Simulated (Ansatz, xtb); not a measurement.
# A geometry optimisation of AlBClO with r2SCAN-D4/def2-SVP

The starting geometry of this gas-phase doublet was built from a drawn formula by distance geometry and a force field; its bonds are those of `[O][B]([Al])Cl`.

```xyz
4

Al    1.5567    0.5983   -2.3828
B     0.0878    2.0296   -2.5597
Cl   -1.7070    1.5011   -2.4044
O     0.4001    3.4165   -2.8272
```

**Question.** Where would you expect an optimisation with r2SCAN-D4/def2-SVP to take it?

**Answer.** A new bond forms, giving a structure given below by its coordinates. Contacts that close: Al1–O4 (3.08 → 1.87 Å).

The energy falls by 2.23 eV over 13 steps:

```tsv
step	E − E(last) (eV)
1	2.231
2	1.250
4	0.789
5	0.470
6	0.133
8	0.040
9	0.003
10	0.001
12	0.000
13	0.000
```

Final geometry (Å):

```yaml
atoms:
  - { symbol: Al, position_ang: [1.9102, 1.2485, -2.5106] }
  - { symbol: B, position_ang: [-0.2629, 1.7776, -2.5100] }
  - { symbol: Cl, position_ang: [-2.0022, 1.8692, -2.4519] }
  - { symbol: O, position_ang: [0.6924, 2.6502, -2.7016] }
```

From the same start GFN2-xTB reaches the same bonding as this run.

The end wasn't checked by frequencies. Open shells are spin-unrestricted. Run with Ansatz 0.2.0, 2.3 min on 1 thread of Intel(R) Xeon(R) Processor @ 2.50GHz (Skylake/Cascade Lake), on a shared host.
